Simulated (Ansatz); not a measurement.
H₃Al, charge -1, doublet, at a GFN2-xTB geometry (such geometries of metal compounds can be far from the true shape) (a state made from the parent by changing its charge; the spin is typed, not shown lowest) (a gas-phase anion, which may not be bound at this level), with bond 2-1 at 1.25 times its length; Ansatz (a first-principles code) with HF/6-31G.

Here is a job for Ansatz.
Ansatz 0.2 input:
```yaml
crystal:
  periodic: [false, false, false]
  atoms:
    - {symbol: Al, position_ang: [-0.12972065, -0.01446946, 0.05836432]}
    - {symbol: H, position_ang: [1.52159714, -0.46666814, 1.28135301]}
    - {symbol: H, position_ang: [0.28965596, 1.51791039, -0.49772732]}
    - {symbol: H, position_ang: [0.20537886, -0.95357897, -1.29776411]}
basis:
  gaussian:
    orbitals: 6-31G
hamiltonian:
  xc: hf
total_charge: -1
magnetization: {spin_polarized: true, initial_magnetization: 1}
scf: {lower_state_search: off}
```

What the program printed (banner, timings and long lists left out):

```
Functional definition: HF
these checks for a lower state are left out or cut short: stability, starts, cluster_reference, orbital_swaps, neighbouring_geometries, increment
234 factors; integrals over basis functions are off by at most 1.5e-4 eV
mean field evaluation 1: about -6626.8261 eV, gradient 5.8e0 eV
mean field evaluation 2: about -6626.8280 eV, gradient 5.8e0 eV
mean field evaluation 4: about -6627.4504 eV, gradient 6.4e-1 eV
mean field evaluation 8: about -6627.4707 eV, gradient 8.0e-3 eV
mean field -6627.47067687 eV, -243.5550551141 hartree, gradient 1.6e-6 eV, S^2 0.752216; 0 other end points of the search recorded, 0 dependent functions left out
reference -6627.47067687 eV, -243.5550551141 hartree; 9, 8 occupied and 10, 11 virtual orbitals, 234 factors
Total energy: -6627.47067687 eV, -243.5550551141 hartree
Checks for a lower state left out: stability, starts, cluster_reference, orbital_swaps, neighbouring_geometries, increment
```
